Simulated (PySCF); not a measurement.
# C₆ coefficients of unlike pairs at PBE

Calculated with PySCF 2.14 from the dipole response of each species, C₆(A,B) = (3/π) ∫ α_A(iu) α_B(iu) du, in atomic units, from isotropic polarisabilities. For ions this is the dispersion term alone; charge-induced terms of lower order in 1/R come first.

```tsv
species	configuration	basis	relativity	α (bohr³)	C₆ (like pair)
Nb²⁺	[Kr] 4d3 (4F)	def2-QZVPPD with the def2 core potential (28 electrons) (7s5p4d3f2g)	core potential	11.65	60.98
Pd	[Kr] 4d10 (1S)	aug-cc-pwCVTZ-DK (11s10p8d4f3g)	spin-free X2C	26.63	174.9
V⁺	[Ar] 3d4 (5D)	aug-cc-pVDZ (7s6p4d2f)	none	18.11	66.67
```

Question: Estimate C₆ for V⁺ with Pd.

Answer: The integral gives 107.5. The combination rule 2 C_A C_B / (C_A α_B/α_A + C_B α_A/α_B) gives 107.5 and the geometric mean 108.0.

No spin-orbit coupling is included.

The other pairs:

| pair | C₆ |
| --- | --- |
| V⁺, Nb²⁺ | 61.70 |
| Pd, Nb²⁺ | 101.7 |
